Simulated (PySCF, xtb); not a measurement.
CuI, SMILES [Cu][I], multiplicity 1.

GFN2-xTB (xtb) at its own geometry gives an orbital gap of 5.23 eV and a dipole moment of 9.48 D.

Coordinates come from a PBE0-D3(BJ)/def2-TZVP optimisation. The spin state was assumed, not searched. The def2 effective core potentials stand for the cores of I; spin–orbit coupling is left out.

What does PBE0/def2-TZVPD (PySCF) give? (An estimate is asked for; the answer gives what the named calculation found.)

gap 3.92 eV (levels -6.84 and -2.92 eV), dipole 4.64 D.
